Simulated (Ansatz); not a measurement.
`C#CO[SiH3]` and `C#C[O][GeH2][CH3]` differ in one atom or group.

Ansatz, PBE0-D4/def2-TZVP geometries, multiplicity 1. Each molecule was computed in one conformer, which needn't be the lowest.

Scalar relativity is left out up to krypton.

```
                                        property  `C#CO[SiH3]`
              HOMO energy (PBE0/def2-TZVPP) / eV         -7.30
           HOMO–LUMO gap (B3LYP/def2-TZVPP) / eV          6.47
         HOMO–LUMO gap (ωB97M-V/def2-TZVPP) / eV         10.93
size of the dipole moment (B3LYP/def2-TZVPP) / D          1.64
            HOMO–LUMO gap (PBE0/def2-TZVPP) / eV          6.92
               LUMO energy (PBE/def2-TZVPP) / eV         -1.28
```

Problem. Give the same properties after the change, and the shifts. (Best estimate.)

Solution. Ansatz gave: 
| property | `C#C[O][GeH2][CH3]` | shift |
| --- | --- | --- |
| HOMO energy (PBE0/def2-TZVPP) / eV | -6.78 | 0.52 |
| HOMO–LUMO gap (B3LYP/def2-TZVPP) / eV | 6.29 | -0.18 |
| HOMO–LUMO gap (ωB97M-V/def2-TZVPP) / eV | 10.87 | -0.06 |
| size of the dipole moment (B3LYP/def2-TZVPP) / D | 3.09 | 1.45 |
| HOMO–LUMO gap (PBE0/def2-TZVPP) / eV | 6.77 | -0.15 |
| LUMO energy (PBE/def2-TZVPP) / eV | -0.93 | 0.35 |

With PBE0 the HOMO rises by 0.52 eV and the LUMO rises by 0.37 eV, so the gap narrows by about 0.15 eV. PBE moves the HOMO by 0.52 eV and ωB97M-V by 0.54 eV. Dipoles are sizes alone; their direction can turn.

B3LYP here is the variant with VWN-RPA as its local correlation; programs differ in this.
